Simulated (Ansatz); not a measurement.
## F2H2SiSn: structure from calculated spectroscopic constants

These gas-phase data were calculated for one isomer of F2H2SiSn at PBE0-D3(BJ)/def2-SVP (harmonic, unscaled wavenumbers; equilibrium rotational constants with average atomic masses):

```
rotational constants            : 6.028, 1.428, 1.17 GHz
all wavenumbers above 1500 cm⁻¹ : 2209, 2195
```

Candidates:

(1) `F[SiH](F)[SnH]`, a singlet
(2) `F[SiH2][Sn][F]`, a singlet

Assign the data to one candidate and say why.

Candidate (2). No mode falls between 1650 and 2000 cm⁻¹, where the Sn–H stretch of (1) would stand.

The same quantities for all candidates:

```tsv
	rotational constants (GHz)	wavenumbers above 1500 cm⁻¹	E above the lowest, PBE0-D3(BJ)/def2-SVP (kcal/mol)
(1)	6.32, 1.238, 1.101	2219, 1747	0.0
(2)	6.028, 1.428, 1.17	2209, 2195	9.9
```

Harmonic stretches to hydrogen usually lie a few per cent above observed fundamentals. Each candidate is one conformer. Atoms past krypton carry core potentials. Programs: Ansatz 0.2.0.
